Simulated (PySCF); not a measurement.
**How far are cheaper levels from CCSD(T)/CBS for NaBr?**

PySCF; the state is a singlet (closed shell). The composite is CCSD(T) extrapolated to the basis-set limit from two correlation-consistent sets, with core-valence (CV) and scalar-relativistic (SR) terms as its label shows; it has no spin–orbit coupling and nothing beyond (T). Here it is CCSD(T)/CBS(DT)+CV. It gives Re = 2.518 Å, ωe = 293 cm⁻¹ and De = 3.78 eV to Na + Br.

| level | basis | relativity | Re (Å) | ωe (cm⁻¹) | De (eV) |
| --- | --- | --- | --- | --- | --- |
| RHF | pcseg-1 | no relativity | 2.538 | 298 | 2.81 |
| RHF-SCS-MP2 | pcseg-1 | no relativity | 2.543 | 295 | 3.50 |
| RHF-SCS-MP2 | 6-31G(d,p) | no relativity | 2.542 | 296 | 3.54 |
| RHF-CCSD | pcseg-1 | no relativity | 2.543 | 295 | 3.47 |
| RHF-CCSD(T) | 6-31G(d,p) | no relativity | 2.542 | 297 | 3.53 |
| PBE | pcseg-1 | no relativity | 2.518 | 295 | 3.63 |
| PBE | def2-TZVPP | no relativity | 2.517 | 290 | 3.71 |
| PBEsol | def2-TZVPP | no relativity | 2.502 | 294 | 3.86 |
| B3LYP | pcseg-1 | no relativity | 2.512 | 299 | 3.56 |
| PBE0 | cc-pVTZ/cc-pVTZ-PP | scalar-relativistic core potentials | 2.517 | 294 | 3.62 |

Task: Give the difference of each row from the composite.

Result: 

| level | basis | ΔRe (pm) | Δωe (%) | ΔDe (eV) |
| --- | --- | --- | --- | --- |
| RHF | pcseg-1 | +2.0 | +1.7 | -0.97 |
| RHF-SCS-MP2 | pcseg-1 | +2.5 | +0.7 | -0.28 |
| RHF-SCS-MP2 | 6-31G(d,p) | +2.4 | +1.0 | -0.24 |
| RHF-CCSD | pcseg-1 | +2.5 | +0.7 | -0.31 |
| RHF-CCSD(T) | 6-31G(d,p) | +2.4 | +1.4 | -0.25 |
| PBE | pcseg-1 | +0.0 | +0.7 | -0.15 |
| PBE | def2-TZVPP | -0.1 | -1.0 | -0.07 |
| PBEsol | def2-TZVPP | -1.6 | +0.3 | +0.08 |
| B3LYP | pcseg-1 | -0.6 | +2.0 | -0.22 |
| PBE0 | cc-pVTZ/cc-pVTZ-PP | -0.1 | +0.3 | -0.16 |

Task: Which rows come closest in De?

Result: PBE in def2-TZVPP (-0.07 eV); PBEsol in def2-TZVPP (+0.08 eV), counted from the composite.

Measured (Huber and Herzberg, Constants of Diatomic Molecules (1979)): Re = 2.502038 Å, ωe = 302.1 cm⁻¹; the composite is off by +15.8 mÅ and -8.8 cm⁻¹.

Correlated steps freeze 10 core orbitals. Correlated levels converge slowly with the basis: in double zeta they bind strong bonds too weakly, by up to about 1 eV, and carry superposition errors of some tenths. Where the molecule has an RHF reference, its open-shell atoms are computed with UHF.
